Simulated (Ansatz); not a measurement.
The same hydrogen abstraction along the group F, Cl, Br.

Gas-phase electronic energies from Ansatz, PBE0-D4/def2-TZVP geometries. CCSD(T)/CBS is the MP2 limit (def2-TZVPP, def2-QZVPP) plus CCSD(T) − MP2 in def2-TZVPP, frozen cores. This one scheme is used for every species. Open shells (•) are unrestricted, without spin–orbit coupling. Elements past krypton have def2 core potentials. For Br, In outer-core shells are correlated without core-valence functions, which leaves a few kJ/mol of doubt a bond. Scalar relativity is left out up to krypton.

```
                                   reaction  CCSD(T)/def2-SVP (kJ/mol)  CCSD/CBS(def2) (kJ/mol)  CCSD(T)/CBS(def2) (kJ/mol)
  `[F][InH2]` + `[OH]`• → `[F][InH]`• + H₂O                       -194                     -212                        -218
`[Cl][InH2]` + `[OH]`• → `[Cl][InH]`• + H₂O                       -195                     -213                        -219
`[Br][InH2]` + `[OH]`• → `[Br][InH]`• + H₂O                       -197                     -214                        -220
```

Largest T1 diagnostic: 0.021, for `[F][InH]`•.
